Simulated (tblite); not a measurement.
Record of a relaxation.

Compound: C₂H₁₂GeO₂Si₃.
SMILES with atom numbers: `[CH3:1][Si@H:2]([O:3][CH:4]=[O:5])[GeH2:6][SiH2:7][SiH3:8]` (hydrogens: H9, H10, H11 on C1; H12 on Si2; H13 on C4; H14, H15 on Ge6; H16, H17 on Si7; H18, H19, H20 on Si8)

Computed with GFN2-xTB (tblite), gas phase: L-BFGS steps from a force-field or distance-geometry start until the largest atomic force falls under 0.01 eV/Å. 7 of its 77 geometries are shown.

Step 0: E = -698.2633 eV, largest atomic force 3.332 eV/Å
```
atom  x, y, z in Å  |  force x, y, z in eV/Å
C1     -2.743   -1.511    0.792   -1.417   0.109  -0.689
Si2    -1.448   -0.147    0.773   -0.219  -0.104   0.655
O3     -2.286    1.283    0.457    0.619   2.017  -1.845
C4     -2.010    2.236   -0.516    2.573  -2.068  -0.453
O5     -1.055    2.171   -1.303   -2.417  -0.312   2.215
Ge6     0.149   -0.782   -0.704    0.854  -0.095  -0.911
Si7     1.956    0.668   -0.849   -0.465   0.280  -0.309
Si8     3.662   -0.174    0.361    0.424   0.408   0.550
H9     -2.459   -2.329    0.095   -0.154   0.358   0.833
H10    -2.947   -1.858    1.811    0.103  -0.191  -0.563
H11    -3.708   -1.103    0.383    0.705  -0.455   0.449
H12    -0.837   -0.194    2.141   -0.282   0.583  -0.346
H13    -2.668    3.103   -0.577   -0.427  -0.273   0.517
H14     0.715   -2.158   -0.190   -0.443   0.424  -0.336
H15    -0.371   -1.063   -2.127   -0.009  -0.205   0.433
H16     1.495    1.960   -0.291    0.204  -0.118  -0.264
H17     2.443    0.759   -2.228   -0.140   0.255  -0.093
H18     4.808   -0.463   -0.493    0.133  -0.191   0.132
H19     4.053    0.920    1.276    0.177  -0.298   0.017
H20     3.243   -1.305    1.185    0.182  -0.125   0.009
```

Step 13: E = -699.0611 eV, largest atomic force 0.286 eV/Å
```
atom  x, y, z in Å  |  force x, y, z in eV/Å
C1     -2.853   -1.513    0.777   -0.050   0.095  -0.048
Si2    -1.471   -0.216    0.772    0.162   0.225  -0.071
O3     -2.225    1.276    0.496   -0.102   0.060  -0.140
C4     -1.943    2.108   -0.462   -0.010  -0.250   0.108
O5     -1.050    1.998   -1.254    0.020  -0.100  -0.033
Ge6     0.177   -0.707   -0.810   -0.109   0.126   0.157
Si7     2.024    0.730   -0.921    0.043  -0.098   0.031
Si8     3.731   -0.110    0.413   -0.010  -0.042  -0.074
H9     -2.542   -2.340    0.145   -0.071  -0.127   0.122
H10    -3.017   -1.873    1.785   -0.032  -0.166   0.022
H11    -3.801   -1.147    0.398   -0.026   0.086  -0.004
H12    -0.951    0.105    2.110   -0.043  -0.088   0.001
H13    -2.648    2.958   -0.474    0.021   0.061   0.009
H14     0.611   -2.086   -0.319    0.107  -0.055  -0.034
H15    -0.455   -1.159   -2.108   -0.059   0.088  -0.032
H16     1.571    2.025   -0.407    0.047   0.065  -0.027
H17     2.411    0.921   -2.323    0.048   0.037  -0.001
H18     4.884   -0.530   -0.391    0.040   0.037   0.048
H19     4.207    0.872    1.393    0.040  -0.034  -0.011
H20     3.335   -1.302    1.179   -0.013   0.080  -0.023
```

Step 25: E = -699.1307 eV, largest atomic force 0.158 eV/Å
```
atom  x, y, z in Å  |  force x, y, z in eV/Å
C1     -2.908   -1.525    0.811    0.075   0.037   0.006
Si2    -1.501   -0.246    0.795   -0.071  -0.025   0.094
O3     -2.314    1.209    0.460    0.033  -0.014   0.077
C4     -1.949    2.016   -0.478   -0.011   0.037  -0.081
O5     -1.068    1.828   -1.273    0.001   0.062  -0.033
Ge6     0.173   -0.636   -0.774    0.022   0.013  -0.064
Si7     2.065    0.748   -0.936    0.044   0.068   0.021
Si8     3.775   -0.103    0.388    0.017   0.024   0.027
H9     -2.623   -2.371    0.187   -0.145   0.000   0.064
H10    -3.096   -1.897    1.816   -0.012   0.022  -0.122
H11    -3.828   -1.093    0.422    0.009  -0.118   0.037
H12    -1.029    0.092    2.140   -0.011   0.008   0.076
H13    -2.557    2.944   -0.483    0.042  -0.077  -0.029
H14     0.669   -2.043   -0.412    0.015  -0.042   0.012
H15    -0.518   -1.003   -2.071    0.015   0.062  -0.038
H16     1.676    2.080   -0.452    0.028   0.008   0.001
H17     2.470    0.951   -2.335   -0.011  -0.050   0.017
H18     4.968   -0.522   -0.354   -0.038  -0.017  -0.015
H19     4.274    0.850    1.389   -0.030   0.005  -0.026
H20     3.317   -1.268    1.157    0.027  -0.003  -0.023
```

Step 38: E = -699.1498 eV, largest atomic force 0.037 eV/Å
```
atom  x, y, z in Å  |  force x, y, z in eV/Å
C1     -2.934   -1.535    0.824   -0.023   0.005  -0.004
Si2    -1.511   -0.272    0.822    0.022   0.029  -0.007
O3     -2.275    1.207    0.471   -0.025   0.005  -0.006
C4     -1.935    1.989   -0.500   -0.011  -0.018   0.017
O5     -1.063    1.796   -1.304    0.004   0.007   0.009
Ge6     0.179   -0.606   -0.757    0.025  -0.006  -0.001
Si7     2.078    0.771   -0.920    0.029   0.001   0.009
Si8     3.789   -0.095    0.387    0.000  -0.006   0.005
H9     -2.691   -2.398    0.209    0.018   0.003  -0.011
H10    -3.127   -1.900    1.827   -0.002   0.001   0.020
H11    -3.855   -1.103    0.444   -0.031   0.013  -0.004
H12    -1.087    0.065    2.186    0.010  -0.021   0.022
H13    -2.554    2.907   -0.521   -0.002  -0.017  -0.016
H14     0.683   -2.030   -0.457   -0.012   0.003  -0.008
H15    -0.501   -0.892   -2.078   -0.003  -0.005  -0.020
H16     1.733    2.124   -0.466   -0.004   0.005  -0.009
H17     2.483    0.913   -2.325   -0.012  -0.005  -0.002
H18     4.966   -0.528   -0.371   -0.008   0.018  -0.004
H19     4.280    0.865    1.382    0.012  -0.012  -0.004
H20     3.338   -1.269    1.143    0.014   0.001   0.014
```

Step 51: E = -699.1523 eV, largest atomic force 0.037 eV/Å
```
atom  x, y, z in Å  |  force x, y, z in eV/Å
C1     -2.946   -1.526    0.825    0.002  -0.004   0.002
Si2    -1.513   -0.272    0.824   -0.005  -0.034  -0.001
O3     -2.284    1.203    0.475    0.003  -0.001   0.000
C4     -1.943    1.979   -0.500    0.001   0.018  -0.010
O5     -1.051    1.799   -1.284    0.001  -0.006   0.012
Ge6     0.179   -0.602   -0.755    0.015   0.022  -0.026
Si7     2.085    0.770   -0.913    0.022   0.002   0.013
Si8     3.800   -0.092    0.395   -0.004  -0.002  -0.011
H9     -2.704   -2.387    0.207   -0.004   0.003   0.004
H10    -3.133   -1.891    1.830   -0.014  -0.005  -0.013
H11    -3.869   -1.092    0.449    0.009   0.006   0.011
H12    -1.083    0.039    2.194    0.000   0.014  -0.006
H13    -2.584    2.879   -0.548   -0.028   0.017  -0.002
H14     0.672   -2.032   -0.472    0.001  -0.022   0.006
H15    -0.492   -0.869   -2.087   -0.004   0.002   0.016
H16     1.743    2.132   -0.479    0.000  -0.016   0.000
H17     2.480    0.896   -2.324    0.001  -0.009   0.019
H18     4.965   -0.514   -0.387   -0.001   0.007   0.009
H19     4.306    0.861    1.389   -0.002  -0.004  -0.017
H20     3.368   -1.270    1.159    0.007   0.013  -0.008
```

Step 63: E = -699.1537 eV, largest atomic force 0.021 eV/Å
```
atom  x, y, z in Å  |  force x, y, z in eV/Å
C1     -2.957   -1.523    0.826    0.000   0.006  -0.004
Si2    -1.515   -0.278    0.824    0.009   0.000   0.003
O3     -2.294    1.194    0.473    0.003  -0.007  -0.008
C4     -1.957    1.974   -0.498   -0.007  -0.004   0.006
O5     -1.044    1.815   -1.262    0.000   0.001   0.002
Ge6     0.183   -0.600   -0.754   -0.002  -0.007   0.020
Si7     2.095    0.764   -0.904    0.006  -0.004  -0.001
Si8     3.819   -0.090    0.396   -0.008   0.006  -0.010
H9     -2.728   -2.383    0.201    0.002   0.003   0.000
H10    -3.150   -1.893    1.827    0.004   0.002  -0.002
H11    -3.873   -1.073    0.454   -0.006  -0.006   0.005
H12    -1.079    0.041    2.189   -0.011   0.000   0.000
H13    -2.624    2.854   -0.565   -0.003   0.012  -0.003
H14     0.662   -2.040   -0.482   -0.003   0.012  -0.006
H15    -0.495   -0.850   -2.085    0.000  -0.004  -0.010
H16     1.750    2.127   -0.480    0.006  -0.011  -0.001
H17     2.494    0.875   -2.314   -0.001   0.003   0.006
H18     4.980   -0.504   -0.395    0.003  -0.005   0.007
H19     4.331    0.867    1.382   -0.002   0.002  -0.004
H20     3.396   -1.268    1.163    0.010  -0.001   0.000
```

Step 76: E = -699.1542 eV, largest atomic force 0.010 eV/Å
```
atom  x, y, z in Å  |  force x, y, z in eV/Å
C1     -2.961   -1.523    0.825    0.000  -0.002   0.000
Si2    -1.521   -0.276    0.823   -0.003  -0.003   0.001
O3     -2.307    1.190    0.468    0.000  -0.001  -0.001
C4     -1.965    1.976   -0.498    0.001   0.001  -0.005
O5     -1.042    1.825   -1.252    0.000   0.003  -0.001
Ge6     0.182   -0.599   -0.750   -0.002   0.003  -0.002
Si7     2.102    0.756   -0.904   -0.003  -0.003   0.004
Si8     3.830   -0.092    0.393    0.002  -0.005   0.001
H9     -2.735   -2.379    0.195   -0.004   0.001  -0.002
H10    -3.147   -1.897    1.826    0.005  -0.005  -0.001
H11    -3.881   -1.072    0.463   -0.001  -0.005  -0.001
H12    -1.095    0.046    2.192    0.004   0.003   0.002
H13    -2.639    2.852   -0.570    0.004   0.001  -0.001
H14     0.658   -2.041   -0.486   -0.008   0.005   0.002
H15    -0.493   -0.843   -2.085    0.003   0.000   0.009
H16     1.761    2.118   -0.475    0.003   0.003  -0.001
H17     2.498    0.870   -2.315   -0.003  -0.001   0.001
H18     4.995   -0.509   -0.392    0.001   0.006  -0.001
H19     4.334    0.877    1.372    0.003  -0.005  -0.004
H20     3.420   -1.269    1.167   -0.002   0.003   0.002
```

**Question.** Summarise the path.

**Answer.** The energy falls by 85.96 kJ/mol from step 0 to step 76; nine tenths of that is first reached at step 14. It falls at every step. The largest force goes from 3.332 to 0.010 eV/Å. Among the bonds O3–C4 changes most, from 1.390 to 1.291 Å; the atoms move by 0.248 Å rms after alignment.

**Question.** Follow the three bonds and two angles with the largest change from start to end.

**Answer.** 
```json
{"step": "0", "E above end (kJ/mol)": "85.96", "largest force (eV/Å)": "3.332", "O3–C4 (Å)": "1.390", "Si2–Ge6 (Å)": "2.266", "Si7–Si8 (Å)": "2.255", "O3–Si2–H12 (°)": "113.6", "C1–Si2–Ge6 (°)": "106.8"}
{"step": "3", "E above end (kJ/mol)": "46.90", "largest force (eV/Å)": "0.708", "O3–C4 (Å)": "1.304", "Si2–Ge6 (Å)": "2.318", "Si7–Si8 (Å)": "2.285", "O3–Si2–H12 (°)": "113.3", "C1–Si2–Ge6 (°)": "107.1"}
{"step": "7", "E above end (kJ/mol)": "19.57", "largest force (eV/Å)": "0.506", "O3–C4 (Å)": "1.301", "Si2–Ge6 (Å)": "2.307", "Si7–Si8 (Å)": "2.295", "O3–Si2–H12 (°)": "102.7", "C1–Si2–Ge6 (°)": "111.0"}
{"step": "10", "E above end (kJ/mol)": "11.82", "largest force (eV/Å)": "0.297", "O3–C4 (Å)": "1.291", "Si2–Ge6 (Å)": "2.309", "Si7–Si8 (Å)": "2.307", "O3–Si2–H12 (°)": "97.9", "C1–Si2–Ge6 (°)": "111.9"}
{"step": "13", "E above end (kJ/mol)": "8.98", "largest force (eV/Å)": "0.286", "O3–C4 (Å)": "1.299", "Si2–Ge6 (Å)": "2.337", "Si7–Si8 (Å)": "2.324", "O3–Si2–H12 (°)": "96.5", "C1–Si2–Ge6 (°)": "111.9"}
{"step": "17", "E above end (kJ/mol)": "5.96", "largest force (eV/Å)": "0.308", "O3–C4 (Å)": "1.291", "Si2–Ge6 (Å)": "2.329", "Si7–Si8 (Å)": "2.326", "O3–Si2–H12 (°)": "97.3", "C1–Si2–Ge6 (°)": "111.7"}
{"step": "20", "E above end (kJ/mol)": "4.49", "largest force (eV/Å)": "0.175", "O3–C4 (Å)": "1.295", "Si2–Ge6 (Å)": "2.337", "Si7–Si8 (Å)": "2.325", "O3–Si2–H12 (°)": "97.4", "C1–Si2–Ge6 (°)": "112.6"}
{"step": "23", "E above end (kJ/mol)": "2.95", "largest force (eV/Å)": "0.199", "O3–C4 (Å)": "1.294", "Si2–Ge6 (Å)": "2.338", "Si7–Si8 (Å)": "2.324", "O3–Si2–H12 (°)": "97.5", "C1–Si2–Ge6 (°)": "114.5"}
{"step": "26", "E above end (kJ/mol)": "1.93", "largest force (eV/Å)": "0.188", "O3–C4 (Å)": "1.290", "Si2–Ge6 (Å)": "2.325", "Si7–Si8 (Å)": "2.325", "O3–Si2–H12 (°)": "98.1", "C1–Si2–Ge6 (°)": "115.4"}
{"step": "30", "E above end (kJ/mol)": "1.10", "largest force (eV/Å)": "0.094", "O3–C4 (Å)": "1.292", "Si2–Ge6 (Å)": "2.342", "Si7–Si8 (Å)": "2.320", "O3–Si2–H12 (°)": "98.0", "C1–Si2–Ge6 (°)": "115.9"}
{"step": "33", "E above end (kJ/mol)": "0.72", "largest force (eV/Å)": "0.072", "O3–C4 (Å)": "1.291", "Si2–Ge6 (Å)": "2.341", "Si7–Si8 (Å)": "2.318", "O3–Si2–H12 (°)": "97.6", "C1–Si2–Ge6 (°)": "116.2"}
{"step": "36", "E above end (kJ/mol)": "0.51", "largest force (eV/Å)": "0.066", "O3–C4 (Å)": "1.291", "Si2–Ge6 (Å)": "2.335", "Si7–Si8 (Å)": "2.322", "O3–Si2–H12 (°)": "97.2", "C1–Si2–Ge6 (°)": "116.4"}
{"step": "40", "E above end (kJ/mol)": "0.38", "largest force (eV/Å)": "0.039", "O3–C4 (Å)": "1.292", "Si2–Ge6 (Å)": "2.338", "Si7–Si8 (Å)": "2.318", "O3–Si2–H12 (°)": "97.1", "C1–Si2–Ge6 (°)": "116.6"}
{"step": "43", "E above end (kJ/mol)": "0.30", "largest force (eV/Å)": "0.048", "O3–C4 (Å)": "1.291", "Si2–Ge6 (Å)": "2.340", "Si7–Si8 (Å)": "2.318", "O3–Si2–H12 (°)": "97.4", "C1–Si2–Ge6 (°)": "116.7"}
{"step": "46", "E above end (kJ/mol)": "0.25", "largest force (eV/Å)": "0.022", "O3–C4 (Å)": "1.292", "Si2–Ge6 (Å)": "2.340", "Si7–Si8 (Å)": "2.321", "O3–Si2–H12 (°)": "97.6", "C1–Si2–Ge6 (°)": "116.8"}
{"step": "50", "E above end (kJ/mol)": "0.20", "largest force (eV/Å)": "0.044", "O3–C4 (Å)": "1.291", "Si2–Ge6 (Å)": "2.338", "Si7–Si8 (Å)": "2.323", "O3–Si2–H12 (°)": "97.9", "C1–Si2–Ge6 (°)": "116.8"}
{"step": "53", "E above end (kJ/mol)": "0.14", "largest force (eV/Å)": "0.032", "O3–C4 (Å)": "1.292", "Si2–Ge6 (Å)": "2.338", "Si7–Si8 (Å)": "2.322", "O3–Si2–H12 (°)": "98.2", "C1–Si2–Ge6 (°)": "117.0"}
{"step": "56", "E above end (kJ/mol)": "0.10", "largest force (eV/Å)": "0.032", "O3–C4 (Å)": "1.292", "Si2–Ge6 (Å)": "2.338", "Si7–Si8 (Å)": "2.318", "O3–Si2–H12 (°)": "98.1", "C1–Si2–Ge6 (°)": "117.2"}
{"step": "59", "E above end (kJ/mol)": "0.07", "largest force (eV/Å)": "0.020", "O3–C4 (Å)": "1.291", "Si2–Ge6 (Å)": "2.338", "Si7–Si8 (Å)": "2.320", "O3–Si2–H12 (°)": "97.9", "C1–Si2–Ge6 (°)": "117.4"}
{"step": "63", "E above end (kJ/mol)": "0.05", "largest force (eV/Å)": "0.021", "O3–C4 (Å)": "1.291", "Si2–Ge6 (Å)": "2.340", "Si7–Si8 (Å)": "2.321", "O3–Si2–H12 (°)": "98.0", "C1–Si2–Ge6 (°)": "117.4"}
{"step": "66", "E above end (kJ/mol)": "0.03", "largest force (eV/Å)": "0.018", "O3–C4 (Å)": "1.291", "Si2–Ge6 (Å)": "2.340", "Si7–Si8 (Å)": "2.320", "O3–Si2–H12 (°)": "98.0", "C1–Si2–Ge6 (°)": "117.4"}
{"step": "69", "E above end (kJ/mol)": "0.02", "largest force (eV/Å)": "0.013", "O3–C4 (Å)": "1.291", "Si2–Ge6 (Å)": "2.340", "Si7–Si8 (Å)": "2.321", "O3–Si2–H12 (°)": "98.1", "C1–Si2–Ge6 (°)": "117.4"}
{"step": "73", "E above end (kJ/mol)": "0.01", "largest force (eV/Å)": "0.021", "O3–C4 (Å)": "1.291", "Si2–Ge6 (Å)": "2.341", "Si7–Si8 (Å)": "2.321", "O3–Si2–H12 (°)": "98.0", "C1–Si2–Ge6 (°)": "117.4"}
{"step": "76", "E above end (kJ/mol)": "0.00", "largest force (eV/Å)": "0.010", "O3–C4 (Å)": "1.291", "Si2–Ge6 (Å)": "2.341", "Si7–Si8 (Å)": "2.321", "O3–Si2–H12 (°)": "98.0", "C1–Si2–Ge6 (°)": "117.4"}
```

What follows is the cost of the whole relaxation. The run took 1.5 s wall on one thread of an Arm Neoverse N1, shared host with 64 logical CPUs at a one-minute load of 54.
